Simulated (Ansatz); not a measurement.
Ansatz (an electronic-structure program) input for Si(F)2(Cl)(OH) (ClF₂HOSi), SMILES O[Si](F)(F)Cl, PBE0/def2-SVPD. Coordinates come from a PBE0-D3(BJ)/def2-SVP optimisation. The values are those of a single conformer.

Ansatz 0.2 input:
```yaml
crystal:
  periodic: [false, false, false]
  atoms:
    - {symbol: O, position_ang: [1.63552651, -0.47490833, -0.54329785]}
    - {symbol: Si, position_ang: [0.11390828, -0.32534113, 0.00099381]}
    - {symbol: F, position_ang: [-0.03545839, -0.85593321, 1.50367830]}
    - {symbol: F, position_ang: [-0.81122848, -1.23802542, -0.92287008]}
    - {symbol: Cl, position_ang: [-0.55103334, 1.59180287, -0.03868347]}
    - {symbol: H, position_ang: [2.30882069, 0.13902132, -0.23718540]}
basis:
  gaussian:
    orbitals: def2-SVPD
hamiltonian:
  xc: {name: PBE0}
```

Output:

```
WARN ansatz: RAYON_NUM_THREADS=1 ignored (pool sized by the plan → 1); use --threads N
Functional definition: PBE0
integrals: 0.06 GiB planned
1150 factors; their error is unknown
mean field: 0.55 GiB planned
mean field evaluation 1: about -27871.0008 eV, gradient 6.2e1 eV
mean field evaluation 2: about -27862.1260 eV, gradient 9.5e1 eV
mean field evaluation 4: about -27877.0744 eV, gradient 3.4e0 eV
mean field evaluation 8: about -27877.0933 eV, gradient 4.4e-2 eV
mean field -27877.28295199 eV, -1024.4712525845 hartree, gradient 6.8e-5 eV, S^2 0.000000; 0 other end points of the search recorded, 0 dependent functions left out
reference -27877.28298947 eV, -1024.4712539618 hartree; 29, 29 occupied and 99, 99 virtual orbitals, 1150 factors
Total energy: -27877.28298947 eV, -1024.4712539618 hartree
```

The calculation finished and met its thresholds.
